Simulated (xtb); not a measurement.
C2H5N, charge -1, doublet, at a GFN2-xTB geometry (a state made from the parent by changing its charge; the spin is typed, not shown lowest). Base run: GFN2-xTB run with xtb.

Geometry (Å):
```xyz
8

C      1.0693    -0.3596     0.0209
N     -0.0546     0.3678     0.4585
C     -1.1561     0.2427    -0.3629
H      1.5810     0.0693    -0.8881
H      1.8334    -0.3777     0.8176
H      0.8624    -1.4319    -0.2579
H     -1.2846    -0.7011    -0.9426
H     -2.0896     0.5676     0.1141
```
Charge -1, spin multiplicity 2.
All else is at xtb's defaults.
Base energy -9.81204 Eh.

Variants of this job, named by their change:

| change | ΔE vs base (mEh) | G_solv (kcal/mol) | SCF cycles |
|---|---|---|---|
| base | 0.000 | - | 10 |
| etemp = 1000 | 0.000 | - | 10 |
| alpb = benzene | -83.769 | -52.72 | 10 |
| gbsa = methanol | -101.7 | -64.43 | 10 |
| alpb = chcl3 | -96.342 | -61.20 | 10 |
| alpb = water | -108.3 | -68.75 | 10 |
| acc = 0.1 | 0.000 | - | 11 |

ALPB and GBSA are two models with their own fitted parameters for each solvent, which aren't always the measured dielectric constant.
